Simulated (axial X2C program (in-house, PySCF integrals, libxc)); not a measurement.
## Curves of FeF⁺ from open-shell CI on d5 s1 p(π)0

Computed with an axial X2C code built on PySCF integrals: two-component X2C with atomic mean-field Coulomb and Gaunt terms, basis Fe dyall-v3z, F dyall-v3z (cores contracted in-house). Orbitals come from Hartree–Fock averaged over the configuration Fe d5 s1 p(π)0; CI then distributes these electrons over the d, s, p(π) shells of Fe.

Scan along the bond; masses Fe 55.935 u, F 18.998 u. Energies in cm⁻¹ from the lowest point; levels are followed by energy order within each Ω. Lowest level at 1.689 Å: 100% d5 s1.

```tsv
R (Å)	(1)Ω=0	(1)Ω=1	(1)Ω=2	(1)Ω=3	(2)Ω=0	(2)Ω=1	(2)Ω=2
1.571	3532	3532	3532	3532	9172	9174	9178
1.630	979	979	979	979	7152	7153	7158
1.689	0	0	0	0	6589	6591	6597
1.757	295	295	295	295	7244	7247	7253
1.824	1642	1642	1643	1643	8838	8841	8849
1.900	4030	4030	4030	4031	11383	11387	11397
1.993	7730	7730	7731	7731	15090	15095	15110
```

Question: Fit the curves (1)Ω=0, (1)Ω=1, (1)Ω=2, (1)Ω=3, (2)Ω=0, (2)Ω=1, (2)Ω=2 near their minima.

Answer: From the open-shell CI curves, Te from the lowest:

```
 level  Te (cm⁻¹)  Re (Å)  ωe (cm⁻¹)
(1)Ω=0          0   1.707      847.3
(1)Ω=1          0   1.707      847.3
(1)Ω=2          0   1.707      847.3
(1)Ω=3          0   1.707      847.3
(2)Ω=0       6640   1.687      853.8
(2)Ω=1       6642   1.687      853.9
(2)Ω=2       6647   1.687      854.1
```

Without dynamic correlation distances can be off by several hundredths of an Å (long for ionic bonds, short for multiple bonds) and the wavenumbers are rough.

The 7 lowest curves are shown; the next is (1)Ω=4, from 11247 cm⁻¹.

Dynamic correlation is missing, so gaps between terms are too wide and other configurations may lie lower; the lowest level listed is that of this model, not necessarily the ground state. For d shells the ligand-field splittings (σ, π, δ) and their order can be off by a thousand cm⁻¹ or more. At most 4 roots were kept for each Ω > 0 (twice that for Ω = 0) within 3.2 eV of the lowest, so higher up levels can be missing between those listed; levels with Ω > 0 are doubly degenerate and listed once, Ω = 0 levels singly. States that fill the shells left empty in the average are placed too high.
